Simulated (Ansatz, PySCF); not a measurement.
Here is a job for Ansatz (a quantum-chemistry and plane-wave program).
Ansatz 0.2 input:
```yaml
crystal:
  periodic: [false, false, false]
  atoms:
    - {symbol: Ge, position_ang: [-0.00000000, -0.00000000, -0.67834772]}
    - {symbol: S, position_ang: [0.00000000, 0.00000000, 1.35669544]}
basis:
  gaussian:
    orbitals: def2-SVPD
hamiltonian:
  xc: pbe0
accuracy: high
```

Convert this to an input for PySCF.

This is not unique; one that fits is 
```python
from pyscf import gto, scf, dft

mol = gto.M(
    atom='''
Ge   -0.00000000   -0.00000000   -0.67834772
S     0.00000000    0.00000000    1.35669544
''',
    basis='def2-svpd',
    verbose=4,
)

mf = dft.RKS(mol)
mf.xc = 'pbe0'
mf.grids.atom_grid = (99, 590)
mf.grids.prune = None
mf.kernel()
```

Both were run: Ansatz gave -2474.445005 Eh and PySCF -2474.445005 Eh, 0.000 mEh apart.
